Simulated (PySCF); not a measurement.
H₃FO₂Si, singlet, geometry from GFN2-xTB; HF/6-31G, TDA in PySCF.

The PySCF input:
```python
from pyscf import gto, scf, tdscf

mol = gto.M(
    atom='''
Si    0.327173    0.026510   -0.111651
O    -0.328354    1.457746   -0.414853
O    -0.538511   -1.125839   -0.846149
F     0.258373   -0.298805    1.466884
H     1.715485    0.121667   -0.475666
H    -1.273434    1.587430   -0.439377
H    -0.412907   -2.046238   -0.635772
''',
    basis='6-31g',
    charge=0,
    spin=0,
    verbose=3,
)

mf = scf.RHF(mol)
mf.kernel()
td = mf.TDA()
td.nstates = 10
td.kernel()
td.analyze()
```

The log (banner, timings and long lists left out):

```
converged SCF energy = -539.819467922304
Excitation energies (eV)
[10.46408544 10.79253697 11.28917776 11.53635321 12.59972013 12.95494132
 13.39694192 13.45119173 13.54089593 13.66100111]

** Singlet excitation energies and oscillator strengths **
Excited State   1:     10.46409 eV    118.49 nm  f=0.0363
Excited State   2:     10.79254 eV    114.88 nm  f=0.0332
Excited State   3:     11.28918 eV    109.83 nm  f=0.0754
Excited State   4:     11.53635 eV    107.47 nm  f=0.0686
Excited State   5:     12.59972 eV     98.40 nm  f=0.1280
Excited State   6:     12.95494 eV     95.70 nm  f=0.0782
Excited State   7:     13.39694 eV     92.55 nm  f=0.2180
Excited State   8:     13.45119 eV     92.17 nm  f=0.1563
Excited State   9:     13.54090 eV     91.56 nm  f=0.0158
Excited State  10:     13.66100 eV     90.76 nm  f=0.0877
```
